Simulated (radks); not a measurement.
Results of a calculation; reference values are marked as such.
Cr, 24 electrons, occupied as [Ar] 3d4 4s2 (not the ground configuration).

Level of theory: scalar-relativistic Kohn-Sham, PBEsol, spin-polarised, spherical densities, finite nucleus; open shells are filled with parallel spins first; Fermi nuclear charge, rms radius 3.6452 fm (a radial shooting solver on a logarithmic mesh with Libxc functionals).

Energy parts (hartree):
| part | energy |
|---|---|
| total | -1049.57852 |
| kinetic | 1060.09300 |
| electron-nucleus | -2503.11257 |
| Hartree | 440.94536 |
| exchange-correlation | -47.50432 |

Orbitals (lengths in bohr, moments of r in powers of bohr; <r^-3> diverges for s and p1/2):
orbital,occ.,eigenvalue (hartree),<1/r>,<r>,<r^-3>
1s up,1,-215.9919,23.86,0.06360,-
1s down,1,-215.9921,23.86,0.06360,-
2s up,1,-24.64832,5.042,0.2936,-
2s down,1,-24.59229,5.051,0.2932,-
2p up,3,-20.74290,4.945,0.2603,360.8
2p down,3,-20.70002,4.953,0.2598,361.9
3s up,1,-2.90153,1.574,0.8978,-
3s down,1,-2.75840,1.569,0.8999,-
3p up,3,-1.85122,1.438,0.9568,43.78
3p down,3,-1.71013,1.431,0.9614,43.25
3d up,4,-0.26251,1.058,1.290,3.309
3d down,0,-0.13825,0.9935,1.448,2.988
4s up,1,-0.19420,0.4188,3.118,-
4s down,1,-0.16089,0.3821,3.376,-

The highest occupied level is 4s down at -4.378 eV. Summed over all electrons, <r^2> = 42.47 bohr^2, which gives a Langevin (diamagnetic) susceptibility term of -33.6 x 10^-6 cm^3/mol.
